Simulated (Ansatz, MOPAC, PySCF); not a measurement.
Gas-phase reaction in SMILES: C=S (CH2S) → [CH-]=S + H+

Quantity: gas-phase deprotonation energy (enthalpy at 298 K), in kcal/mol. Terms: non-relativistic; 6-31G* and kin with 6d, 5d where marked; spin-orbit terms left out; no dispersion term unless named; PM7 with its own dispersion and hydrogen-bond terms; 6-311+G** with 5d, 6d on Na to Ar in Ansatz (a quantum-chemistry and plane-wave program); valence correlation only. First-principles rows: single points at B3LYP-D3(BJ) geometries (Ansatz), with unscaled harmonic terms from B3LYP/6-31G* (Ansatz) at its own minima. Semi-empirical rows: MOPAC heats of formation at their own minima for 298 K, the proton's as measured. Anions need diffuse functions, which STO-3G, LANL2DZ, def2-SVP, cc-pVDZ and Pople sets without + lack. The Hartree-Fock reference of C=S (CH2S), [CH-]=S is unstable towards a lower, spin-broken solution.

```tsv
level	program	gas-phase deprotonation energy (enthalpy at 298 K) (kcal/mol)
PM3	MOPAC	379.8
PM6	MOPAC	375.0
PM7	MOPAC	372.0
HF/STO-3G	Ansatz	510.1
SVWN5/6-31G*	Ansatz	394.1
PBE/STO-3G	Ansatz	511.6
BP86/6-31G* (5d)	PySCF	397.7
B3LYP/STO-3G	Ansatz	510.8
B3LYP/6-31G**	Ansatz	400.0
M06-2X/6-311+G**	PySCF	383.6
MP2/STO-3G	Ansatz	529.4
MP2/6-31G*	Ansatz	403.6
B3PW91/6-31G* (5d)	PySCF	399.4
PBE/def2-TZVPD	Ansatz	382.9
B3LYP/def2-TZVPD	Ansatz	384.9
```

No value to compare with is used here. The 13 habitual levels span 372.0 (PM7) to 529.4 kcal/mol (MP2/STO-3G); B3LYP/def2-TZVPD gives 384.9.

The levels are drawn from those run, B3LYP/6-31G* more often than the rest, none by its result; left out are runs that failed, that the program found above a lower state of the same kind, or whose <S^2> lies over 0.5 above the pure value.
